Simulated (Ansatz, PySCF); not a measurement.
Complex: CH4O (SMILES CO) (first 6 atoms) with CH2F2 (SMILES FCF); geometry from B3LYP-D3(BJ)/def2-TZVP.
(charge 0, multiplicity 1):
```xyz
11

C      0.38733    -0.58090     0.42495
O      0.26264     0.75478     0.90939
H     -0.26977    -0.76405    -0.43108
H      0.09221    -1.23807     1.24028
H      1.41819    -0.81699     0.14292
H      0.53956     1.36427     0.21838
F     -0.01156    -1.07894     3.87093
C      0.24928     0.23952     4.13318
F      1.39006     0.30536     4.88047
H     -0.57566     0.63828     4.72592
H      0.40749     0.75371     3.18647
```

Counterpoise-corrected where a basis set is named; no monomer relaxation. Rows marked so take none.

Rows in 6-31G*, STO-3G carry no dispersion term and start afresh at each structure (6-31G* with six Cartesian d functions).

Programs: Ansatz (a quantum-chemistry and plane-wave program) with Gaussian orbitals; PySCF for 6-31G* rows, STO-3G rows, the dispersion terms. Values without a source in brackets are computed.

### Question
One of these levels gives -58.6 meV for the interaction energy. Which?
(A) HF/STO-3G (no counterpoise)
(B) B3LYP/6-31G*
(C) PBE-D4/def2-TZVPPD
(D) BLYP/def2-TZVPPD

### Answer
D, BLYP/def2-TZVPPD. The others give -72.4 (HF/STO-3G (no counterpoise)), -138.0 (PBE-D4/def2-TZVPPD), -90.2 (B3LYP/6-31G*)
